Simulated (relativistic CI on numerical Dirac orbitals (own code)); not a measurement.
## Electric-dipole lines of Xe⁴⁷⁺

These numbers are calculated, not measured: Dirac-Coulomb-Breit CI, orbitals from a KLI potential per configuration, model QED, unscaled Slater integrals (own radial code, finite nucleus).

Configurations in the expansion (outside the closed core 1s2): 2s2 2p3, 2s 2p4, 2p5, 2p4 3s, 2p4 3p, 2p4 3d, 2s2 2p2 3s, 2s2 2p2 3p, 2s2 2p2 3d, 2s 2p3 3s, 2s 2p3 3p, 2s 2p3 3d, 2s2 2p2 4s, 2s2 2p2 4p, 2s2 2p2 4d, 2s2 2p2 4f. Levels of other configurations are missing.

```csv
λ vac (nm),Lower,Upper,A (s⁻¹),gf,Branching (%)
0.23429,2s2 2p3 2D°_5/2 [3],2s 2p3 3p 2D_5/2 [132],1.38e+14,6.79e-01,98.4
0.23889,2s2 2p3 4S°_3/2 [2],2s2 2p2 3d 2P_1/2 [104],3.59e+14,6.14e-01,92.3
0.23896,2s2 2p3 4S°_3/2 [2],2s2 2p2 3d 4D_5/2 [103],1.30e+14,6.68e-01,36.5
0.23903,2s2 2p3 2P°_1/2 [4],2s2 2p2 3d 2D_3/2 [117],2.45e+14,8.41e-01,39.9
0.23904,2s2 2p3 4S°_3/2 [2],2s2 2p2 3d 2D_3/2 [102],2.95e+14,1.01e+00,74.3
0.23948,2s2 2p3 2P°_3/2 [1],2s2 2p2 3d 4P_1/2 [49],5.41e+14,9.30e-01,92.1
0.23973,2s2 2p3 2P°_3/2 [1],2s2 2p2 3d 2D_3/2 [47],2.14e+14,7.38e-01,78.5
0.23978,2s2 2p3 2P°_1/2 [4],2s2 2p2 3d 2P_3/2 [114],2.04e+14,7.03e-01,50.5
0.23990,2s2 2p3 2D°_5/2 [3],2s2 2p2 3d 4D_5/2 [103],2.25e+14,1.17e+00,63.3
0.24010,2s2 2p3 2D°_5/2 [3],2s 2p3 3p 2F_7/2 [101],4.18e+14,2.89e+00,99.9
0.24028,2s2 2p3 2P°_3/2 [1],2s 2p3 3p 4P_3/2 [43],1.50e+14,5.19e-01,94.0
0.24040,2s2 2p3 2P°_3/2 [1],2s2 2p2 3d 2F_5/2 [42],3.89e+14,2.02e+00,98.9
0.24056,2s 2p4 4P_5/2 [5],2s 2p3 3d 4S°_3/2 [152],3.79e+14,1.32e+00,79.8
0.24061,2s 2p4 2P_3/2 [7],2s 2p3 3d 2D°_3/2 [176],2.81e+14,9.74e-01,53.7
0.24078,2s 2p4 4P_5/2 [5],2s 2p3 3d 4D°_7/2 [151],3.46e+14,2.41e+00,99.9
0.24079,2s 2p4 4P_5/2 [5],2s 2p3 3d 4P°_5/2 [150],3.21e+14,1.67e+00,82.8
0.24082,2s 2p4 2P_3/2 [7],2s 2p3 3d 2D°_5/2 [173],3.56e+14,1.86e+00,81.3
0.24241,2s 2p4 4P_5/2 [5],2s 2p3 3d 6D°_7/2 [137],1.43e+14,1.01e+00,99.6
0.25384,2s 2p4 4P_3/2 [9],2s 2p3 3d 4D°_5/2 [177],1.73e+14,1.00e+00,82.2
0.25388,2s 2p4 4P_5/2 [5],2s 2p3 3d 2F°_7/2 [86],9.81e+13,7.58e-01,98.4
0.25406,2s2 2p3 2P°_3/2 [8],2s 2p3 3p 2F_5/2 [123],2.06e+14,1.20e+00,90.5
0.25415,2s2 2p3 2P°_3/2 [8],2s2 2p2 3d 2D_5/2 [122],2.00e+14,1.16e+00,81.9
0.25440,2s2 2p3 4S°_3/2 [2],2s2 2p2 3d 2D_5/2 [53],3.79e+14,2.21e+00,63.2
0.25492,2s 2p4 2D_5/2 [10],2s 2p3 3d 2F°_7/2 [182],4.25e+14,3.31e+00,99.5
0.25493,2s2 2p3 2P°_3/2 [8],2s2 2p2 3d 2D_3/2 [117],3.69e+14,1.44e+00,60.0
0.25503,2s2 2p3 4S°_3/2 [2],2s2 2p2 3d 2F_5/2 [52],2.18e+14,1.27e+00,54.5
0.25512,2s2 2p3 2D°_5/2 [3],2s2 2p2 3d 2F_7/2 [54],6.01e+14,4.69e+00,100.0
0.25516,2s2 2p3 4S°_3/2 [2],2s2 2p2 3d 4P_3/2 [50],2.25e+14,8.78e-01,55.0
0.25532,2s2 2p3 2P°_3/2 [8],2s2 2p2 3d 2D_5/2 [116],4.16e+14,2.44e+00,95.9
0.25546,2s2 2p3 2D°_5/2 [3],2s2 2p2 3d 2D_5/2 [53],2.00e+14,1.17e+00,33.4
0.25578,2s2 2p3 2P°_3/2 [1],2s2 2p2 3d 2D_5/2 [20],3.63e+14,2.14e+00,100.0
0.25608,2s 2p4 2P_1/2 [11],2s 2p3 3d 2D°_3/2 [189],4.96e+14,1.95e+00,66.4
0.25609,2s2 2p3 2D°_5/2 [3],2s2 2p2 3d 2F_5/2 [52],1.25e+14,7.37e-01,31.2
0.25630,2s 2p4 4P_5/2 [5],2s 2p3 3d 4D°_7/2 [78],5.27e+14,4.15e+00,99.8
0.25647,2s2 2p3 2P°_1/2 [4],2s2 2p2 3d 2P_1/2 [56],4.24e+14,8.36e-01,92.8
0.25649,2s 2p4 2P_3/2 [12],2s 2p3 3d 2F°_5/2 [190],6.55e+14,3.88e+00,97.4
0.25665,2s2 2p3 2P°_1/2 [4],2s2 2p2 3d 2D_3/2 [55],3.57e+14,1.41e+00,87.1
0.25676,2s 2p4 4P_5/2 [5],2s 2p3 3d 4D°_5/2 [76],2.53e+14,1.50e+00,87.5
0.25689,2s 2p4 2S_1/2 [6],2s 2p3 3d 2P°_3/2 [91],2.25e+14,8.89e-01,63.3
0.25698,2s 2p4 2D_5/2 [10],2s 2p3 3d 2D°_5/2 [168],1.76e+14,1.04e+00,80.9
0.25708,2s 2p4 2P_3/2 [7],2s 2p3 3d 2D°_5/2 [90],5.30e+14,3.15e+00,99.3
0.25739,2s 2p4 4P_3/2 [9],2s 2p3 3d 4D°_3/2 [154],2.59e+14,1.03e+00,54.5
0.25741,2s 2p4 4P_3/2 [9],2s 2p3 3d 4D°_5/2 [153],3.21e+14,1.92e+00,66.8
0.25752,2s 2p4 2D_5/2 [10],2s 2p3 3d 2D°_5/2 [164],1.89e+14,1.13e+00,82.6
0.25766,2s 2p4 2D_5/2 [10],2s 2p3 3d 2F°_7/2 [162],2.30e+14,1.83e+00,92.6
```

Terms are leading LS components. Brackets give the number of a level in order of energy, since labels repeat. The list gives strong lines, with weight on those to low levels, without lines whose two gauges differ by over a factor of 2.5, among the lowest 200 of 359 levels, so that lines to higher ones, which can be the strongest, are missing. Levels whose partners in the same complex of configurations lie outside the list can be far off, and so can their lines. Rates are taken at the computed energies, electric ones in the length gauge.

At this charge energies of transitions that change n are usually good to better than 1 %, and those within a shell (Δn = 0) to a few per cent.

Problem. From the table, what is the radiative lifetime of 2s2 2p2 3d 4D_5/2?

Solution. The listed rates from this level add up to about 3.55e+14 s⁻¹, 100 % of its decay; with all channels τ = 2.81e-15 s.

LS names give the leading component of a level, which can be under half, so a name can repeat, a term be missing and a line seem to break the LS rules.
